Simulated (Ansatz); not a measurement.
Basis-set series for H₄Se₃Sn, SMILES `[SeH][SnH]([SeH])[SeH]`. The species carries charge 0 and has multiplicity 1. Sn takes the def2 core potential. All single points use the PBE0-D4/def2-TZVP geometry. It is one conformer, not always the lowest.

```json
{"atom": "Se1", "x (Å)": "-1.692", "y (Å)": "-1.765", "z (Å)": "0.469"}
{"atom": "Sn2", "x (Å)": "-0.360", "y (Å)": "0.259", "z (Å)": "-0.242"}
{"atom": "Se3", "x (Å)": "0.743", "y (Å)": "-0.296", "z (Å)": "-2.442"}
{"atom": "Se4", "x (Å)": "1.309", "y (Å)": "0.644", "z (Å)": "1.618"}
{"atom": "H5", "x (Å)": "-1.943", "y (Å)": "-1.182", "z (Å)": "1.796"}
{"atom": "H6", "x (Å)": "-1.317", "y (Å)": "1.647", "z (Å)": "-0.510"}
{"atom": "H7", "x (Å)": "1.611", "y (Å)": "-1.285", "z (Å)": "-1.789"}
{"atom": "H8", "x (Å)": "1.649", "y (Å)": "1.977", "z (Å)": "1.099"}
```

| functional | basis | functions | energy (Eh) | HOMO (eV) | LUMO (eV) |
| --- | --- | --- | --- | --- | --- |
| PBE0-D4 | def2-TZVPP | 250 | -7420.62232 | -7.12 | -1.81 |
| PBE0-D4 | def2-QZVPP | 469 | -7420.77623 | -7.14 | -1.84 |
| ωB97M-V | def2-TZVPP | 250 | -7420.99577 | -9.23 | 0.00 |
| ωB97M-V | def2-QZVPP | 469 | -7421.14492 | -9.26 | -0.06 |

(1) Give the rows for def2-SVP. (Estimate.)

Results:

(1) Ansatz gave: 
```tsv
functional	basis	functions	energy (Eh)	HOMO (eV)	LUMO (eV)
PBE0-D4	def2-SVP	142	-7419.72672	-7.01	-1.62
ωB97M-V	def2-SVP	142	-7420.10245	-9.10	0.30
```

Positive LUMOs are unbound and depend on the basis. Scalar relativity is left out up to krypton.
